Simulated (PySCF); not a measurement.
# Löwdin shares of the frontier orbitals

Compound: C₅H₁₁Ge₂NSi.
Z-matrix (Å and degrees, PBE0-D3(BJ)/def2-SVP geometry), rows numbered from 1:
```
Si
Ge  1  2.3824
Ge  2  2.4244  1  109.75
C   2  1.9571  1  108.84  3  -118.67
C   4  1.3997  2  120.93  1    57.60
C   5  1.3945  4  119.16  2   179.89
N   6  1.3306  5  123.55  4    -0.01
C   7  1.3297  6  117.47  5     0.02
C   8  1.3956  7  123.63  6     0.00
H   1  1.4958  2  108.53  3    61.05
H   1  1.4944  2  110.98  3  -179.32
H   1  1.4948  2  110.31  3   -58.03
H   2  1.5426  1  111.34  3   122.55
H   3  1.5410  2  108.89  1   -61.00
H   3  1.5402  2  110.65  1    58.18
H   3  1.5394  2  110.89  1   179.37
H   5  1.0940  4  121.35  2    -0.07
H   6  1.0966  5  119.98  4   179.99
H   8  1.0967  7  116.46  6   180.00
H   9  1.0932  4  121.24  2     0.11
```

Level of theory: TDDFT B3LYP/def2-SVPD, vertical, gas phase, core orbitals frozen in the response (PySCF). Relativistic effects, spin–orbit coupling among them, are left out although an element past zinc is present.

Kohn–Sham orbitals with the atoms that hold most of them (Löwdin shares over 4%, at most four atoms; ? is withheld):

```csv
orbital,ε (eV),atoms
HOMO-3,-8.48,"Ge2 27%, Ge3 14%, Si1 14%, H13 10%"
HOMO-2,-7.55,"C9 22%, C6 20%, C8 20%, C5 18%"
HOMO-1,-7.40,?
HOMO,-7.13,"N7 53%, C8 10%, C6 10%, C9 6%"
LUMO,?,?
LUMO+1,-0.92,"C6 19%, C9 18%, C5 16%, C8 16%"
LUMO+2,-0.51,"Ge3 23%, Si1 19%, Ge2 16%, H16 12%"
```

Question: Give the leading atoms of the HOMO-1.

Answer: Ge2 (bonded to C, Ge, Si and H) 21%; Ge3 (bonded to Ge and 3 H) 17%; Si1 (bonded to Ge and 3 H) 14%; C4 (bonded to 2 C and Ge) 10%. By element: germanium 38%, silicon 14%, carbon 10% or more.

Question: Give the leading atoms of the LUMO.

Answer: C4 (bonded to 2 C and Ge) 22%; N7 (bonded to 2 C) 20%; C5 (bonded to 2 C and H) 11%; C9 (bonded to 2 C and H) 10%. By element: carbon 44% or more, nitrogen 20%.

Question: What is the LUMO energy, and the HOMO–LUMO gap?

Answer: ε(LUMO) = -1.42 eV; the gap is 5.71 eV (0.2099 hartree).

Question: The HOMO–LUMO gap is 5.71 eV. Where does the response calculation put the lowest singlet, and from which orbitals?

Answer: S1 is at 4.50 eV (f = 0.0064), 1.21 eV below the gap, made of HOMO→LUMO (98%). Without the coupling terms of the response equations the lowest excitation would equal the gap.

Question: One configuration dominates each of S1, S2 and S4. Which, and how do the shares of the two leading atoms of either orbital change from the occupied to the empty one?

Answer: 
- S1 (4.50 eV, f 0.0064), HOMO→LUMO (98%): N7 53% → 20%, C8 10% → at most 11%, C4 at most 6% → 22%
- S2 (4.87 eV, f 0.0000), HOMO→LUMO+1 (99%): N7 53% → at most 16%, C8 10% → 16%, C6 10% → 19%, C9 6% → 18%
- S4 (5.43 eV, f 0.204), HOMO-1→LUMO (95%): Ge2 21% → at most 11%, Ge3 17% → at most 11%, C4 10% → 22%, N7 at most 10% → 20%

Löwdin shares depend on the basis, the more so with diffuse functions.

One conformer stands for the species.
